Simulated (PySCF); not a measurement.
**Radial density of Ne⁺ (neon, charge +1)**

UHF, [He] 2s1 2p5 3d1, one real determinant (an excited configuration). All numbers are calculated (PySCF 2.14, no relativity, point nucleus, in dyall-acv3z (15s9p4d2f, 76 functions)).

```
r (bohr)  4πr²ρ (e/bohr)  4πr²(ρα − ρβ)
 0.00203         0.03031         0.0010
 0.00342         0.08346         0.0028
 0.00575          0.2253         0.0077
 0.00968          0.5896         0.0200
  0.0163           1.462         0.0496
  0.0274           3.318         0.1115
  0.0461           6.491         0.2129
  0.0775           9.940         0.3039
   0.130           10.32         0.2747
   0.219           6.646         0.3498
   0.369           5.446         1.4225
   0.620           6.920         2.6077
    1.04           4.006         1.4591
    1.75           1.268         0.7943
    2.95          0.1331         0.1192
    4.96         0.02578         0.0257
```

⟨L²⟩ = 6.56 against 12 for a pure F term, so this real determinant mixes terms. The outer electron is Rydberg-like, and this basis confines it to a smaller radius and binds it less than a complete one would. At UHF the highest occupied level has a positive energy, so only the finite basis holds that electron; for this excited configuration the basis is too tight for the outer shell.
